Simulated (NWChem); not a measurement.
Molecule: CHCl$_{2}$FOSi; SMILES Cl[Si](Cl)(C=O)F

```xyz
7

O     -0.5975     2.5261    -0.2856
C      0.1277     1.8265     0.3681
Si    -0.0136    -0.0880     0.3421
F     -0.2453    -0.6068     1.8509
Cl    -1.5699    -0.6822    -0.8163
Cl     1.7546    -0.8684    -0.3159
H      0.9354     2.2685     1.0144
```
Atoms are numbered in this order, from 1.

Level: PBE0/def2-SVP (NWChem), optimised geometry, unscaled harmonic frequencies. 

Q: List the harmonic frequencies with IR intensities, and the thermochemistry.

A: 
| frequency (cm⁻¹) | IR intensity (km/mol) |
|---|---|
| 35 | 9.1 |
| 107 | 3.9 |
| 143 | 1.0 |
| 192 | 3.0 |
| 241 | 10.0 |
| 254 | 27.1 |
| 394 | 10.7 |
| 499 | 73.3 |
| 643 | 196.3 |
| 750 | 61.1 |
| 875 | 22.9 |
| 937 | 145.5 |
| 1382 | 22.2 |
| 1843 | 100.8 |
| 2877 | 86.7 |

| Property | Result |
|---|---|
| zero-point energy | 16.0 kcal/mol |
| thermal correction to the enthalpy at 298.15 K (with zero-point energy) | 21.3 kcal/mol |
| heat capacity Cv | 22.7 cal/(mol K) |
| entropy at 298.15 K and 1 atm (symmetry number 1) | 89.6 cal/(mol K) |
| dipole moment | 1.25 D |

Rigid rotor and harmonic oscillator; modes under 100 cm⁻¹ make the entropy uncertain.
